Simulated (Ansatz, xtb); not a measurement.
# AlFGeH4: where a starting geometry ends

The starting geometry of this gas-phase singlet has its atoms placed at random.

```xyz
7

Al    0.8372    0.2359    0.6165
F     0.6118    1.7227    1.4122
Ge   -1.6685   -0.8127   -0.2830
H    -0.1639   -1.3397   -1.1529
H    -0.9277    0.9547   -0.3156
H    -1.3120    0.0442   -1.3382
H    -0.1048   -1.4954   -0.1089
```

Task: Guess where an optimisation with r2SCAN-D4/def2-SVP ends from this start.

Result: It loosens into AlFGeH2 + H2, which stay close as a complex. Distances that change by over a tenth: F2–Ge3 (3.81 → 2.05 Å), Ge3–H6 (1.41 → 1.64 Å). Contacts that open: Ge3–H4 (1.82 → 2.86 Å), Ge3–H7 (1.72 → 2.86 Å). Contacts that close: Al1–Ge3 (2.86 → 2.74 Å), Ge3–H5 (1.92 → 1.64 Å), H4–H7 (1.06 → 0.76 Å).

The energy falls by 3.64 eV over 44 steps:

| step | E − E(last) (eV) |
| --- | --- |
| 1 | 3.643 |
| 6 | 0.726 |
| 11 | 0.632 |
| 15 | 0.617 |
| 20 | 0.429 |
| 25 | 0.031 |
| 30 | 0.016 |
| 34 | 0.001 |
| 39 | 0.000 |
| 44 | 0.000 |

Final geometry (Å):

```xyz
7

Al    1.2079    1.2958    0.4508
F    -0.4207    1.8709    1.0616
Ge   -1.3142    0.2438    0.1936
H    -0.5977   -2.0371   -1.3700
H     0.0120   -0.4986    0.8100
H    -0.2775    0.6329   -1.0160
H    -1.3378   -2.1979   -1.3000
```

From the same start GFN2-xTB ends elsewhere, in pieces: AlFGeH2 + H2.

From so rough a start the end depends on the optimiser's path, so another program may land elsewhere. The end wasn't checked by frequencies. Run with Ansatz 0.2.0, 64 s on 1 thread of Intel(R) Xeon(R) 6975P-C (Granite Rapids), with other jobs on the host.
